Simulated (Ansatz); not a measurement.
(BeBr2)n off (charge +1): gap (eV) at several levels, gas phase, relaxed structures; Ansatz. Clusters are the lowest isomers that short searches found in that spin, judged at the geometry's level. HOMO and LUMO are taken over both spins. The structures are stationary points that may keep the symmetry of their start. Remarks come from the PBE and PBE0 runs and from stability tests at other levels; not every state was tested. HOMO above LUMO (over both spins in singlets and doublets, within one spin in higher multiplets; at PBE or PBE0), or a gap under 0.15 eV within one spin, warns that the state may not be the lowest or that an electron is smeared out.

```json
{"species": "Be2Br2⁺", "state": "doublet", "geometry": "PBE-D4/def2-TZVP", "PBE-D4/def2-TZVP": "2.23", "r2SCAN-D4/def2-TZVP": "2.93", "PBE0-D4/def2-SVP": "4.00", "PBE0-D4/def2-TZVP": "4.08"}
{"species": "Be3Br4⁺", "state": "doublet", "geometry": "PBE0-D4/def2-SVP", "PBE-D4/def2-TZVP": "1.00", "r2SCAN-D4/def2-TZVP": "1.69", "PBE0-D4/def2-SVP": "2.60", "PBE0-D4/def2-TZVP": "2.69"}
```

(1) Estimate the rows for BeBr2⁺ (doublet, PBE0-D4/def2-TZVP geometry).

(1) 
```
species    state           geometry  PBE-D4/def2-TZVP  r2SCAN-D4/def2-TZVP  PBE0-D4/def2-SVP  PBE0-D4/def2-TZVP                                                                 remarks
 BeBr2⁺  doublet  PBE0-D4/def2-TZVP              0.02                 0.27              1.56               1.49  near-degenerate levels, HOMO above LUMO, gap within one spin near zero
```

Over the 3 species that have every level, the mean is 1.08 at PBE-D4/def2-TZVP, 1.63 at r2SCAN-D4/def2-TZVP, 2.72 at PBE0-D4/def2-SVP, 2.76 at PBE0-D4/def2-TZVP. Orbital gaps grow with the share of exact exchange and aren't one observable across functionals.
